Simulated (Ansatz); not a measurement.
Stepwise reaction of `[SH][Ge]([SH])([SH])[Cl]` with hydrogen chloride, as a gas-phase model of exchange steps in deposition or etching. ΔE in kJ/mol; ΔG adds harmonic PBE0-D4 terms to CCSD(T)/CBS, at 1 bar.

Gas-phase electronic energies from Ansatz, PBE0-D4/def2-TZVP geometries. CCSD(T)/CBS is the MP2 limit (def2-TZVPP, def2-QZVPP) plus CCSD(T) − MP2 in def2-TZVPP, frozen cores. This one scheme is used for every species. Functionals use def2-TZVPP. B3LYP here is the variant with VWN-RPA as its local correlation; programs differ in this. For Ge outer-core shells are correlated without core-valence functions, which leaves a few kJ/mol of doubt a bond. Scalar relativity is left out up to krypton. Each species was taken in one conformer, which may not be the lowest.

```tsv
step	reaction	PBE-D4	B3LYP-D4	ωB97M-V	CCSD(T)/CBS	ΔG(500 K)
1	`[SH][Ge]([SH])([SH])[Cl]` + HCl → `[SH][Ge]([SH])([Cl])[Cl]` + H₂S	-15.3	-19.2	-21.1	-17.3	-17.6
2	`[SH][Ge]([SH])([Cl])[Cl]` + HCl → `[SH][Ge]([Cl])([Cl])[Cl]` + H₂S	-14.3	-18.5	-20.3	-16.6	-22.1
3	`[SH][Ge]([Cl])([Cl])[Cl]` + HCl → `[Cl][Ge]([Cl])([Cl])[Cl]` + H₂S	-12.1	-15.8	-17.8	-14.3	-5.4
```

Question: By hand: ΔE of the 3 steps together at CCSD(T)/CBS.

Answer: (-17.3) + (-16.6) + (-14.3) = -48.2 kJ/mol, or -16.1 kJ/mol a step.

In ΔE the steps differ by no more than 3.0 kJ/mol. All are downhill at CCSD(T)/CBS. ΔG lies between -22.1 and -5.4 kJ/mol a step. PBE-D4 differs from CCSD(T)/CBS by 2.0 to 2.3 kJ/mol a step. Isolated molecules leave out the surface, adducts and barriers. Largest T1 diagnostic: 0.011.
